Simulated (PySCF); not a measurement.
A GIAO shielding run with PySCF 2.14 (density fitting, non-relativistic, gas phase) on `CC(C)OC[Si@H](O)[SiH2]S`, C4H14O2SSi2:

```
$ OMP_NUM_THREADS=1 python probes_run.py task.json out

{"job": {"kind": "nmr", "xc": "PBE0", "basis": "pcSseg-1"}, "charge": 0, "multiplicity": 1}
C     -2.878881     0.381906    -0.153308
C     -1.930246    -0.013752     0.980002
C     -2.216201     0.798708     2.239031
O     -0.571940     0.215758     0.638461
C      0.029459    -0.752105    -0.198131
Si     1.859896    -0.217002    -0.181354
O      1.915128     1.380147    -0.488951
Si     3.080025    -1.119725    -1.913682
S      5.125751    -0.463220    -1.763593
H     -2.687808    -0.212217    -1.043914
H     -3.908000     0.220358     0.155351
H     -2.742734     1.432795    -0.399046
H     -2.059942    -1.087423     1.198950
H     -1.526232     0.513327     3.028613
H     -3.234568     0.624103     2.574238
H     -2.085545     1.857401     2.030150
H     -0.123438    -1.757967     0.210426
H     -0.418174    -0.739640    -1.199639
H      2.336299    -0.458365     1.189843
H      1.254507     1.953299    -0.102582
H      2.663436    -0.776484    -3.278889
H      3.255820    -2.568683    -1.882909
H      4.858637     0.815763    -1.550927
```

Hardware: 1 thread of an Arm Neoverse N1, shared host. The job also computes population analyses, field gradients.

(1) How large is the calculation?

(2) How long does it take, and how much memory does it need?

Answers

(1) 98 electrons, 244 basis functions and 1337 auxiliary functions.

(2) 100 s of wall time, with 12 SCF cycles and 4 response iterations; peak memory 1.1 GiB. Times on a shared host scatter by some tens of per cent.
